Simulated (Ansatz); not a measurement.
```xyz
7

Ga    0.3900   -0.1490    1.3710
C    -0.3421    0.6495   -0.2893
C    -0.5819    0.5205   -1.5205
Te    0.3492   -1.4671   -1.1211
H    -0.6916   -0.7525    2.3092
H     1.8361    0.3103    1.7058
H    -0.9597    0.8884   -2.4551
```

The species carries charge 0 and has multiplicity 1. Te: def2 effective core potential. The bonds changed during the relaxation, so this is another structure than the one it started from.

Question: List the ωB97M-V/def2-TZVPP orbital energies in eV (the Gaussian-basis code of Ansatz). (Estimate.)

Answer: The calculation gave: Occupied: -10153.58, -1257.09, -1111.27, -1111.20, -1111.16, -283.17, -283.12, -175.02, -154.43, -124.04, -123.74, -123.53, -106.89, -106.74, -106.64, -47.00, -46.93, -46.74, -46.49, -46.47, -26.22, -25.96, -25.91, -25.83, -25.79, -25.54, -19.60, -18.68, -16.08, -12.56, -12.53, -12.37, -10.77, -9.50, -8.04. Lowest empty: 0.00, 0.78, 1.21, 1.50, 2.62, 3.03, 3.45, 4.76.
